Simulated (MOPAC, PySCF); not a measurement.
Lewis adduct: GaH3 (SMILES [GaH3]) (first 4 atoms) with H2O (SMILES O); geometry from B3LYP-D3(BJ)/def2-TZVP, rigid monomers moved along the line of their centres of mass till Ga1···O5 is 3.12 Å.
(charge 0, multiplicity 1):
```xyz
7

Ga     0.3967    -0.3761     0.6852
H      1.8829    -0.0976     1.1226
H     -0.2292    -1.8111     0.8526
H     -0.2872     0.6261    -0.3304
O     -0.9289     0.8383     3.2306
H     -1.8906     0.7659     3.1921
H     -0.7241     1.7772     3.3214
```

Interaction energies are E(AB) − E(A) − E(B) at the monomers' geometry in the complex; basis-set methods are counterpoise corrected. Rows marked so take none.

Rows in 6-31G* carry no dispersion term and start afresh at each structure (6-31G* with six Cartesian d functions); the Pople sets are all-electron and without relativity. The state that PM7 reach isn't checked; PM7 holds dispersion and hydrogen-bond terms.

Codes used: MOPAC for PM7 (differences of heats of formation); PySCF for 6-31G* rows. 

Problem. One of these levels gives -7.1 kJ/mol for the interaction energy. Which?
A) M06-2X/6-31G* (no counterpoise)
B) HF/6-31G*
C) PM7

Solution. C, PM7. The others give -27.4 (HF/6-31G*), -42.4 (M06-2X/6-31G* (no counterpoise))
